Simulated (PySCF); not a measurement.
Isomers of C2H5N. Gas-phase values, no solvent. One relaxed conformer stands for each flexible species; it need not be the lowest. Strings in code marks are SMILES.

The HOMO–LUMO gap from two functionals at the same geometries (B3LYP-D3(BJ)/def2-TZVP), both in PySCF: PBE-D3(BJ)/def2-TZVP and B3LYP-D3(BJ)/def2-TZVP. B3LYP has the VWN-RPA correlation part, as in Gaussian. 

```tsv
species	PBE-D3(BJ)/def2-TZVP (eV)	B3LYP-D3(BJ)/def2-TZVP (eV)
`C=NC`	4.43	6.57
`[H]/N=C/C`	4.86	7.06
`C(N)=C`	4.87	6.50
```

Over these rows, drawn at random from the members with no instability flagged (it was tested for open shells, ions and some series alone), PBE minus B3LYP-D3(BJ): mean -1.99 eV, from -2.20 eV to -1.63 eV.
